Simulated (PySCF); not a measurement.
A geometry optimisation on `C[C@@H](N)B(O)O`.

Computed with PBE0-D3(BJ)/def2-SVP geometry optimisation, gas phase (PySCF 2.14.0). Start geometry: GFN2-xTB. A driver script takes a list of jobs; this job's settings line and coordinates (Å) are shown.

Command:
```bash
OMP_NUM_THREADS=1 python probes_run.py task.json out
```

Input:
```
{"job": {"xc": "PBE0", "basis": "def2-SVP", "d3": "d3bj", "grid": 1, "shake": 0.01, "kind": "geom"}, "charge": 0, "multiplicity": 1}
C     -1.440910    -0.442210    -0.445370
C     -0.230180     0.477220    -0.300010
N     -0.579360     1.545630     0.650710
B      1.128850    -0.370530     0.072110
O      1.726940    -0.113070     1.224410
O      1.606120    -1.343520    -0.725580
H     -2.319340     0.194370    -0.678220
H     -1.304550    -1.138490    -1.251190
H     -1.653640    -0.945430     0.498220
H     -0.071820     0.987280    -1.251500
H     -0.718710     1.125760     1.581260
H      0.245880     2.166320     0.766750
H      2.475860    -0.638190     1.382420
H      1.127700    -1.520210    -1.531770
```

Output:
```
step   0  E = -310.60647645  max force = 0.043792
step   1  E = -310.61201051  max force = 0.008555
step   2  E = -310.61252122  max force = 0.001975
step   3  E = -310.61257402  max force = 0.001614
step   4  E = -310.61265292  max force = 0.001610
step   5  E = -310.61274932  max force = 0.001922
step   6  E = -310.61275032  max force = 0.002838
step   7  E = -310.61276214  max force = 0.001755
step   8  E = -310.61277138  max force = 0.000231
optimisation converged
```

Energies in Eh; «max force» is the largest Cartesian gradient component in Eh/bohr.

**Question.** Give the first gradient maximum in eV/Å.

**Answer.** With 1 Eh/bohr = 51.422 eV/Å, 2.252 eV/Å.

**Question.** How much energy does the optimisation release, in kJ/mol?

**Answer.** E(step 0) − E(last step) = 0.006295 Eh, which is 16.5 kJ/mol.

Summary of the converged run: final energy -310.61277 Eh after 8 steps; dipole 1.78 D.

**Question.** Where do the atoms end?

**Answer.** 0.102 Å rms from the input after alignment:
```
atom  x, y, z in Å
C1    -1.4722   -0.2309   -0.5068
C2    -0.1714    0.5236   -0.2314
N3    -0.4051    1.5359    0.8012
B4     1.0392   -0.4687    0.0548
O5     1.7971   -0.2694    1.1659
O6     1.3687   -1.5201   -0.7554
H7    -2.2834    0.4763   -0.7359
H8    -1.3813   -0.9332   -1.3518
H9    -1.7831   -0.8186    0.3734
H10    0.0820    1.0719   -1.1617
H11   -0.5312    1.0639    1.6972
H12    0.4458    2.0819    0.9287
H13    2.5007   -0.9253    1.2353
H14    0.7846   -1.6074   -1.5136
```

Hardware: Arm Neoverse N1, one thread, no GPU, shared host with 64 logical CPUs at a one-minute load of 58. Cost: 77 s wall, 0.50 GiB resident at most.
Labels such as C1 count atoms from 1, the log's own numbers from 0.
